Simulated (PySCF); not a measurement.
# Computed structure and properties of [Pm(SH)4]−

System: [Pm(SH)4]− (singlet in the valence; each metal's 4f electrons, 4 of them, lie in its core potential, out of spins and levels); start: template (S4). Method: PySCF 2.14.0, RKS PBE0, Pm lcecp-1-SVP with ECP50, S def2-SVP, H def2-SVP; non-relativistic Hamiltonian with scalar-relativistic core potentials where named; density fitting; no spin-orbit coupling.

Input of the relaxation:

```python
mol = gto.M(atom='''
Pm    -0.00000     0.00000     0.00000
S      1.59610     1.59610     1.59610
H      2.70580     0.86740     1.78660
S     -1.59610    -1.59610     1.59610
H     -2.70580    -0.86740     1.78660
S      1.59610    -1.59610    -1.59610
H      0.86740    -2.70580    -1.78660
S     -1.59610     1.59610    -1.59610
H     -0.86740     2.70580    -1.78660''',
    basis={'Pm': 'lcecp-1-SVP', 'S': 'def2-SVP', 'H': 'def2-SVP'},
    ecp={'Pm': 'lcecp-1-SVP'},
    charge=-1, spin=0)
mf = dft.RKS(mol, xc='PBE0')
mf.grids.atom_grid = (50, 194)  # f atoms: unpruned, at least (60, 302)
mf = mf.density_fit()  # fitting sets: Pm AutoAux, S def2-universal-JKFIT, H def2-universal-JKFIT
mf.conv_tol = 1e-08; mf.max_cycle = 55
mf.kernel(dm0)  # dm0: converged density of the start geometry
# quasi-Newton relaxation in Cartesian coordinates to a largest gradient under 0.00045 Eh/bohr, steps kept in the point group
```

Run from Python with OMP_NUM_THREADS=2; the lines above give its settings. Where DIIS fails, smearing, a level shift and second-order steps follow.
It took 3.3 min on 2 threads of Intel(R) Xeon(R) 6975P-C (Granite Rapids), with other jobs on the host, from the converged density of the start.

Course of the relaxation:

```csv
step,energy above end (eV),largest force component within the symmetry (eV/Å)
0,0.2194,0.378
1,0.1751,0.103
2,0.1196,0.353
3,0.0938,0.326
4,0.0628,0.154
5,0.0503,0.088
6,0.0473,0.022
7,0.0467,0.018
29,0.0035,0.094
30,0.0023,0.075
31,0.0015,0.051
32,0.0014,0.112
33,0.0002,0.033
34,0.0000,0.005
```
(The steps between are left out.)

Relaxed geometry (S4):

```xyz
9

Pm    0.0000    0.0000   -0.0001
S     1.7022    1.4712    1.5297
H     2.7315    1.0200    0.7731
S    -1.7022   -1.4712    1.5297
H    -2.7315   -1.0200    0.7731
S     1.4710   -1.7029   -1.5294
H     1.0173   -2.7312   -0.7733
S    -1.4710    1.7029   -1.5294
H    -1.0173    2.7312   -0.7733
```

| contact | Å |
| --- | --- |
| Pm1–S2 (SH) | 2.721 |
| Pm1–S4 (SH) | 2.721 |
| Pm1–S6 (SH) | 2.721 |
| Pm1–S8 (SH) | 2.721 |

On the finer grid (75, 302):

```yaml
HOMO: -3.07 eV
LUMO: 2.87 eV
Dipole_about_the_centre_of_mass: 0.00 D
Set_of_Mulliken_populations_of_Pm1_outside_the_core_potential: s 2.36, p 6.45, d 1.52, f 0.04
D3_BJ_dispersion_energy_not_in_the_energies: -0.282 eV
```

| atom | Mulliken (e) | Löwdin (e) | spin (e) |
| --- | --- | --- | --- |
| Pm1 | 0.63 | -0.46 | 0.00 |
| S2 | -0.49 | -0.14 | 0.00 |
| H3 | 0.08 | 0.00 | 0.00 |
| S4 | -0.49 | -0.14 | 0.00 |
| H5 | 0.08 | 0.00 | 0.00 |
| S6 | -0.49 | -0.14 | 0.00 |
| H7 | 0.08 | 0.00 | 0.00 |
| S8 | -0.49 | -0.14 | 0.00 |
| H9 | 0.08 | 0.00 | 0.00 |

The 4f levels lie in the core potential and are missing. Their spin isn't counted.

On the grid (50, 194), as all that follows. Harmonic modes: a minimum within the noise of the softest modes; lowest 32 cm⁻¹ (negative: unstable), highest 2687 cm⁻¹, zero-point energy 0.881 eV.

Taking off one SH (charge -1, singlet; the rest: singlet) in vacuum, both parts rigid, costs 4.52 eV; the small basis without counterpoise inflates it.

Rigid scan of SH along the line from its metal:

```json
{"distance to S2 (Å)": "2.42", "energy (eV)": "0.466"}
{"distance to S2 (Å)": "2.52", "energy (eV)": "0.182"}
{"distance to S2 (Å)": "2.62", "energy (eV)": "0.040"}
{"distance to S2 (Å)": "2.72", "energy (eV)": "0.000"}
{"distance to S2 (Å)": "2.82", "energy (eV)": "0.032"}
{"distance to S2 (Å)": "2.92", "energy (eV)": "0.114"}
{"distance to S2 (Å)": "3.12", "energy (eV)": "0.368"}
{"distance to S2 (Å)": "3.42", "energy (eV)": "0.838"}
{"distance to S2 (Å)": "3.82", "energy (eV)": "1.452"}
{"distance to S2 (Å)": "4.32", "energy (eV)": "2.089"}
```

One start shape was tried, so this needn't be the lowest isomer.

An lcecp potential fixes the number of 4f electrons, so in runs with it no electron can move into or out of that shell.
